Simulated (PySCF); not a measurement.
Excitations are Tamm–Dancoff values on a coarser integration grid. The basis has no diffuse functions, so Rydberg states are missing or too high.

## C$_{3}$H$_{9}$In, SMILES `[CH3][In]([CH3])[CH3]` (charge 0, multiplicity 1)

Level of theory: PBE-D3(BJ)/def2-TZVP // PBE0-D4/def2-TZVP (PySCF).

```json
{
  "HOMO": "-5.85 eV",
  "dipole_moment": "0.00 D",
  "HOMO–LUMO gap": "4.28 eV",
  "LUMO": "-1.57 eV",
  "S1 excitation (TDA)": "4.36 eV",
  "S1 oscillator strength": "0.000",
  "brightest of the four lowest singlets (TDA)": "5.74 eV",
  "T1 excitation (TDA)": "4.14 eV",
  "S1–T1 gap (TDA)": "0.22 eV",
  "total_energy": "-309.7262 Ha",
  "cost": "about 8 core-minutes (a rough figure)"
}
```

```xyz
13

C     -0.0233     2.1576     0.1726
In     0.0009     0.0012    -0.0024
C     -1.8611    -1.0983    -0.0799
C      1.8852    -1.0582    -0.0955
H     -0.4362     2.4439     1.1435
H      0.9761     2.5844     0.0821
H     -0.6652     2.5933    -0.5964
H     -1.9778    -1.6887     0.8328
H     -1.8564    -1.7951    -0.9210
H     -2.7215    -0.4351    -0.1746
H      2.5631    -0.7029     0.6835
H      2.3649    -0.8672    -1.0592
H      1.7513    -2.1349     0.0145
```
